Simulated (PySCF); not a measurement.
System: Cl2Mg, singlet: map of symmetric stretch and bend. Scanned: Mg-Cl bond length and Cl-Mg-Cl angle.

Method: restricted B3LYP/6-31G*, spherical d (PySCF 2.14.0).

Energy in eV above the lowest grid point; x is the Mg-Cl bond length (Å), y the Cl-Mg-Cl angle (°).

```
y \ x    1.85   1.99   2.10   2.21   2.32   2.43   2.54   2.65   2.76   2.86   2.94
------  -----  -----  -----  -----  -----  -----  -----  -----  -----  -----  -----
180     2.486  0.706  0.125  0.000  0.172  0.533  1.009  1.550  2.120  2.643  3.054
173.95  2.492  0.712  0.131  0.006  0.177  0.538  1.014  1.554  2.124  2.646  3.057
165.32  2.522  0.741  0.160  0.033  0.203  0.562  1.036  1.575  2.143  2.663  3.073
156.68  2.578  0.796  0.212  0.083  0.251  0.607  1.078  1.613  2.177  2.695  3.103
148.04  2.662  0.875  0.288  0.156  0.319  0.671  1.138  1.668  2.228  2.741  3.146
139.41  2.777  0.982  0.390  0.252  0.410  0.756  1.217  1.741  2.295  2.803  3.204
130.77  2.931  1.122  0.520  0.374  0.525  0.863  1.316  1.834  2.380  2.881  3.276
122.14  3.134  1.301  0.685  0.527  0.667  0.995  1.439  1.947  2.484  2.977  3.365
113.50  3.404  1.530  0.892  0.717  0.842  1.158  1.589  2.086  2.611  3.094  3.474
104.86  3.780  1.835  1.159  0.956  1.059  1.356  1.772  2.253  2.764  3.234  3.604
96.23   4.330  2.260  1.518  1.266  1.334  1.603  1.994  2.455  2.948  3.402  3.760
85      5.530  3.151  2.239  1.863  1.839  2.039  2.377  2.794  3.249  3.674  4.010
```

Points that lie below all their neighbours on the grid: x = 2.21, y = 180 on the edge of the grid (0.000 eV).
